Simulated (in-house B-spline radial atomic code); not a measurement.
Configurations of Cu V (Cu4+), with energies counted from [Ar] 3d7. Level of theory: scalar-relativistic (X2C) CAM-B3LYP, spin-polarised, spherical fractional occupations, Fermi nucleus of rms radius 3.8823 fm; calculated with an all-electron radial atomic-structure program (B-spline basis). Shells without spins written out take the highest spin.

Caution: exact exchange at fractional occupations of open shells leaves self-interaction of up to several eV.

Occupations are held fixed; configurations that lie above the ionisation limit could autoionise.

```json
{"configuration": "[Ar] 3d(3 up, 4 down)", "E - E(ref) (eV)": "6.6903", "highest orbital": "3d up", "its <r> (bohr)": "0.8132"}
{"configuration": "[Ar] 3d6 4s1", "E - E(ref) (eV)": "20.193", "highest orbital": "4s up", "its <r> (bohr)": "1.841"}
{"configuration": "[Ar] 3d6 4p1", "E - E(ref) (eV)": "32.386", "highest orbital": "4p up", "its <r> (bohr)": "2.07"}
{"configuration": "[Ar] 3d(3 up, 3 down) 4s(1 up, 0 down)", "E - E(ref) (eV)": "34.561", "highest orbital": "4s up", "its <r> (bohr)": "1.853"}
{"configuration": "[Ar] 3d(1 up, 5 down) 4f(0 up, 1 down)", "E - E(ref) (eV)": "57.847", "highest orbital": "4f down", "its <r> (bohr)": "3.501"}
{"configuration": "[Ne] 3s2 3p5 3d7 4p1", "E - E(ref) (eV)": "108.58", "highest orbital": "4p up", "its <r> (bohr)": "2.065"}
```

Order these further configurations by energy, lowest first.
A. [Ne] 3s2 3p5 3d7 4d1
B. [Ne] 3s2 3p5 3d7 4f1
C. [Ar] 3d(3 up, 3 down) 4p(1 up, 0 down)
D. [Ar] 3d6 4d1
E. [Ne] 3s2 3p5 3d8

C (46.658 eV), D (47.258 eV), E (73.994 eV), A (123.51 eV), B (134.15 eV).

How far above the reference does [Ne] 3s2 3p(2 up, 3 down) 3d(4 up, 3 down) 4p(0 up, 1 down) lie?

119.63 eV; its least bound orbital is 4p down with <r> = 2.08 bohr.

How far above the reference does [Ne] 3s2 3p5 3d7 4s1 lie?

96.359 eV; its least bound orbital is 4s up with <r> = 1.838 bohr.
